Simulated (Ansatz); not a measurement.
`CN(C)c1ccc(-c2ccc(-c3ccc(C#N)[se]3)[se]2)[se]1`. Charge 0, multiplicity 3. Geometry r2SCAN-D4/def2-SVP, that of the neutral singlet.

```xyz
32

C    -4.581   -3.301    0.743
N    -3.633   -2.994    1.790
C    -3.754   -3.567    3.114
C    -2.559   -2.203    1.527
C    -1.532   -1.834    2.394
C    -0.554   -0.991    1.822
C    -0.720   -0.637    0.493
C     0.092    0.188   -0.342
C    -0.095    0.530   -1.678
C     0.885    1.371   -2.244
C     1.919    1.760   -1.404
C     3.043    2.598   -1.686
C     4.076    2.980   -0.834
C     5.059    3.822   -1.393
C     4.863    4.158   -2.724
C     5.669    4.972   -3.539
N     6.327    5.647   -4.233
Se    3.293    3.358   -3.395
Se    1.669    0.999    0.313
Se   -2.304   -1.443   -0.186
H    -5.027   -2.379    0.325
H    -5.393   -3.917    1.149
H    -4.107   -3.857   -0.089
H    -4.675   -4.160    3.171
H    -2.898   -4.225    3.351
H    -3.799   -2.778    3.886
H    -1.487   -2.169    3.431
H     0.303   -0.629    2.401
H    -0.952    0.165   -2.251
H     0.836    1.701   -3.286
H     4.116    2.644    0.206
H     5.920    4.194   -0.832
```

Single mean-field runs in def2-TZVP are fitted with def2-universal-jkfit. At PBE0-D4/def2-TZVP a singlet of charge 0 lies 1.59 eV below the triplet at the same geometry.

Q: Estimate the α-spin orbital energies around the gap (eV) in Ansatz with PBE-D4/def2-TZVP, PBE0-D4/def2-TZVP.

A: 
```json
{"orbital": "HOMO−5", "PBE-D4/def2-TZVP": "-6.46", "PBE0-D4/def2-TZVP": "-7.59"}
{"orbital": "HOMO−4", "PBE-D4/def2-TZVP": "-6.25", "PBE0-D4/def2-TZVP": "-7.44"}
{"orbital": "HOMO−3", "PBE-D4/def2-TZVP": "-6.05", "PBE0-D4/def2-TZVP": "-7.20"}
{"orbital": "HOMO−2", "PBE-D4/def2-TZVP": "-5.65", "PBE0-D4/def2-TZVP": "-6.77"}
{"orbital": "HOMO−1", "PBE-D4/def2-TZVP": "-4.80", "PBE0-D4/def2-TZVP": "-5.79"}
{"orbital": "HOMO", "PBE-D4/def2-TZVP": "-3.01", "PBE0-D4/def2-TZVP": "-3.66"}
{"orbital": "LUMO", "PBE-D4/def2-TZVP": "-2.01", "PBE0-D4/def2-TZVP": "-1.49"}
{"orbital": "LUMO+1", "PBE-D4/def2-TZVP": "-1.56", "PBE0-D4/def2-TZVP": "-0.64"}
{"orbital": "LUMO+2", "PBE-D4/def2-TZVP": "-1.13", "PBE0-D4/def2-TZVP": "-0.25"}
{"orbital": "LUMO+3", "PBE-D4/def2-TZVP": "-1.11", "PBE0-D4/def2-TZVP": "-0.22"}
{"orbital": "LUMO+4", "PBE-D4/def2-TZVP": "-0.98", "PBE0-D4/def2-TZVP": "-0.21"}
{"orbital": "LUMO+5", "PBE-D4/def2-TZVP": "-0.51", "PBE0-D4/def2-TZVP": "0.43"}
{"orbital": "β HOMO", "PBE-D4/def2-TZVP": "-5.36", "PBE0-D4/def2-TZVP": "-6.09"}
{"orbital": "β LUMO", "PBE-D4/def2-TZVP": "-4.36", "PBE0-D4/def2-TZVP": "-3.90"}
```
